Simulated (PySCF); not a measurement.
PySCF job for F3Sc, SMILES [Sc-]([F])([F])[F] (connectivity only; charge and spin as stated), charge -1, multiplicity 2, IEF-PCM-B3LYP/def2-SVPD. Geometry: B3LYP-D3(BJ)/def2-SVPD. The geometry has at least one imaginary mode, so it is a saddle point at that level. The spin state was assumed, not searched.

```python
import numpy as np
from pyscf import gto, scf, dft
from pyscf.solvent import pcm

mol = gto.M(
    atom='''
    Sc   -0.00000000    0.00000000    0.00000000
    F     1.92452387    0.00000000    0.00000000
    F    -0.96226193    1.66668656    0.00000000
    F    -0.96226194   -1.66668656    0.00000000
    ''',
    basis='def2-SVPD',
    charge=-1,
    spin=1,
    max_memory=1600,
    verbose=3,
)
mf = dft.UKS(mol, xc='b3lyp').density_fit(auxbasis='def2-universal-jkfit')
mf.grids.level = 3
mf.conv_tol = 1e-9
mf.max_cycle = 100
mf.kernel()
fine, coarse = mf.grids, dft.Grids(mol).set(level=1).build(with_non0tab=True)
for _ in range(3):  # follow internal instabilities
    mf.grids = coarse
    mo, _, stable, _ = mf.stability(return_status=True, nroots=4)
    mf.grids = fine
    if stable:
        break
    mf.kernel(mf.make_rdm1(mo, mf.mo_occ))
res = {}
for name, eps in {'water': 78.355, 'chloroform': 4.7113, 'chlorobenzene': 5.6968}.items():
    s = mf.PCM()
    s.with_solvent.method, s.with_solvent.eps, s.with_solvent.lebedev_order = 'IEF-PCM', eps, 29
    s.kernel(mf.make_rdm1())
    res[name] = (s.e_tot, eps, s.dip_moment(), s.mo_energy, s.converged)
    print(f'{name}: electrostatic solvation free energy {(s.e_tot - mf.e_tot) * 627.509474:.3f} kcal/mol')
```

Output:

```

WARN: HOMO -0.327218723744428 >= LUMO -0.327218723744428


WARN: HOMO 0.139884759182848 >= LUMO 0.140155918054746

converged SCF energy = -1060.25696566866  <S^2> = 0.75064062  2S+1 = 2.0006405
<class 'pyscf.df.df_jk.DFUKS'> wavefunction is stable in the internal stability analysis

WARN: PCM is an experimental feature. It is still in testing.
Features and APIs may be changed in the future.

converged SCF energy = -1060.34343155081  <S^2> = 0.7506323  2S+1 = 2.0006322

WARN: System has nonzero charge -1; the dipole moment is origin-dependent.
Location of origin: [0. 0. 0.]

Dipole moment(X, Y, Z, Debye): -0.00014,  0.00000,  0.00000
water: electrostatic solvation free energy -54.258 kcal/mol

WARN: PCM is an experimental feature. It is still in testing.
Features and APIs may be changed in the future.

converged SCF energy = -1060.325419649  <S^2> = 0.75064059  2S+1 = 2.0006405

WARN: System has nonzero charge -1; the dipole moment is origin-dependent.
Location of origin: [0. 0. 0.]

Dipole moment(X, Y, Z, Debye): -0.00198,  0.00000, -0.00000
chloroform: electrostatic solvation free energy -42.956 kcal/mol

WARN: PCM is an experimental feature. It is still in testing.
Features and APIs may be changed in the future.

converged SCF energy = -1060.32871114499  <S^2> = 0.75063932  2S+1 = 2.0006392

WARN: System has nonzero charge -1; the dipole moment is origin-dependent.
Location of origin: [0. 0. 0.]

Dipole moment(X, Y, Z, Debye): -0.00181,  0.00000,  0.00000
chlorobenzene: electrostatic solvation free energy -45.021 kcal/mol
```

Self-consistency was reached.

Cost: very roughly 40 core-seconds.
